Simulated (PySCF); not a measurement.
CH₃Cl₂Si, SMILES Cl[Si](C)Cl, multiplicity 2. Atoms are numbered in the order given.

```xyz
7

C      0.2541     2.0281     0.0000
Si    -0.5147     0.3215     0.0000
Cl     0.1305    -0.6991    -1.6865
Cl     0.1305    -0.6991     1.6865
H      1.3516     1.9289     0.0000
H     -0.0542     2.5855    -0.8967
H     -0.0542     2.5855     0.8967
```
Charge 0, spin multiplicity 2.

Geometry optimised at PBE0-D3(BJ)/def2-SVP. The isomer is the one that the SMILES or the coordinates give; other isomers of the formula were not compared.

Calculation: PySCF with B3LYP/pcH-1.

Unrestricted Kohn–Sham, ⟨S²⟩ = 0.751. Hyperfine tensors hold the contact and dipolar terms, without spin-orbit corrections.

Computed hyperfine couplings:
```csv
nucleus,A(iso) (MHz),A(iso) (G),dipolar principal values (MHz)
13C no. 1,72.5,25.9,"-9.3, -8.9, 18.2"
29Si no. 2,-843.0,-300.8,"-142.0, 70.6, 71.3"
35Cl no. 3,23.9,8.5,"-19.9, -19.3, 39.2"
35Cl no. 4,23.9,8.5,"-19.9, -19.3, 39.2"
1H no. 5,44.5,15.9,"-5.5, -0.2, 5.6"
1H no. 6,-6.2,-2.2,"-5.9, -2.4, 8.2"
1H no. 7,-6.2,-2.2,"-5.9, -2.4, 8.2"
```

Question: And the g tensor (effective nuclear charges for spin-orbit coupling, GIAO)? (The exact figures need the calculation; the answer reports its results.)

Answer: principal values 2.0023, 2.0069, 2.0073; isotropic 2.0055.
